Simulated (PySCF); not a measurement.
## Bi²⁺: ionisation energy

Bi²⁺ [Xe] 4f14 5d10 6s2 6p1 (2P) → Bi³⁺ [Xe] 4f14 5d10 6s2 (1S), as a difference of total energies. Computed with PySCF 2.14 in aug-cc-pVDZ-PP with ECP60MDF, with a scalar-relativistic core potential. Correlated levels: valence: 5s2 5p6 5d10 frozen. The calculations carry no spin-orbit coupling.

Order these methods by the ionisation energy they give, lowest first.
A. PBE
B. wB97X
C. PBEsol
D. r2SCAN0

B (23.439 eV), A (23.606 eV), C (23.637 eV), D (23.734 eV).

The reference lies between the lowest fine-structure levels, while these numbers refer to the centres of the terms.

Errors of the correlated levels include the incompleteness of this basis and the frozen core.

For comparison: 25.571 eV (measured; NIST Atomic Spectra Database, ionization energies).
